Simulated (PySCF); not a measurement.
CH₅N₂, SMILES NC=[NH2+], charge +1. Atoms are numbered in the order given.

```xyz
8

N      0.0000     1.1582    -0.1743
C      0.0000     0.0000     0.4243
N      0.0000    -1.1582    -0.1743
H      0.0000     1.2585    -1.1797
H      0.0000     2.0062     0.3717
H      0.0000     0.0000     1.5099
H      0.0000    -1.2585    -1.1797
H      0.0000    -2.0062     0.3717
```
Charge +1, spin multiplicity 1.

Geometry: PBE0-D3(BJ)/def2-TZVP. One conformer was computed; it need not be the lowest.

Computed with PBE/pcSseg-2 (PySCF).

GIAO shieldings, no solvent; atoms listed in one row are averaged. δ = σ(ref) − σ: ¹⁵N against NH3 (σ = 262.8 ppm); ¹³C against TMS (σ = 181.4 ppm); ¹H against TMS (σ = 31.47 ppm), references at their B3LYP-D3(BJ)/def2-TZVP geometries, non-relativistic.

Computed chemical shifts:
```tsv
nucleus	atoms	count	δ (ppm)
¹⁵N	N1, N3	2	128.4
¹³C	C2	1	159.9
¹H	H6	1	7.62
¹H	H8, H5	2	6.43
¹H	H4, H7	2	6.07
```
